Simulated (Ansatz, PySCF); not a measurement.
Al(SeH)3 (AlH₃Se₃), SMILES [SeH][Al]([SeH])[SeH]. Atoms are numbered in the order given.

```xyz
7

Al     0.0142    -0.0143    -0.0380
Se    -2.2239    -0.6318    -0.1073
H     -1.9311    -1.9499     0.4911
Se     0.4946     2.2122    -0.5027
H      1.9441     1.9469    -0.5937
Se     1.6241    -1.6146     0.4691
H      2.6960    -0.6052     0.5763
```

Geometry: B3LYP-D3(BJ)/def2-SVP. One conformer was computed; it need not be the lowest.

Two levels are set side by side: PBE-D3(BJ)/def2-SVP (Ansatz, a quantum-chemistry and plane-wave program) and B3LYP-D3(BJ)/def2-SVP (Ansatz). Each level has its own optimised geometry; the coordinates shown are those of the second. Frequencies come from the Hessian of PySCF at each geometry. Differences are taken from unrounded values.

| quantity | B3LYP-D3(BJ) |
|---|---|
| mean bond length (Å) | 1.900 |
| bond Al1–Se2 (Å) | 2.323 |
| bond Al1–Se4 (Å) | 2.325 |
| bond Al1–Se6 (Å) | 2.326 |
| bond Se2–H3 (Å) | 1.477 |
| bond Se4–H5 (Å) | 1.476 |
| bond Se6–H7 (Å) | 1.476 |
| highest harmonic wavenumber (cm⁻¹) | 2409 |
| mean harmonic wavenumber (cm⁻¹) | 729 |
| zero-point energy (kcal/mol) | 15.63 |

### Question
What does PBE-D3(BJ) give, and how far is it from B3LYP-D3(BJ)? (The exact figures need the calculation; the answer reports its results.)

### Answer

```
quantity                            PBE-D3(BJ)  PBE-D3(BJ) minus B3LYP-D3(BJ)
----------------------------------  ----------  -----------------------------
mean bond length (Å)                     1.910                          0.009
bond Al1–Se2 (Å)                         2.331                          0.008
bond Al1–Se4 (Å)                         2.333                          0.009
bond Al1–Se6 (Å)                         2.335                          0.009
bond Se2–H3 (Å)                          1.487                          0.010
bond Se4–H5 (Å)                          1.486                          0.010
bond Se6–H7 (Å)                          1.486                          0.010
highest harmonic wavenumber (cm⁻¹)        2357                            -52
mean harmonic wavenumber (cm⁻¹)            712                            -17
zero-point energy (kcal/mol)             15.26                          -0.36
```

GGA bonds tend to be longer and softer than those of functionals with exact exchange. Differences between two approximate levels are no errors against the true value.
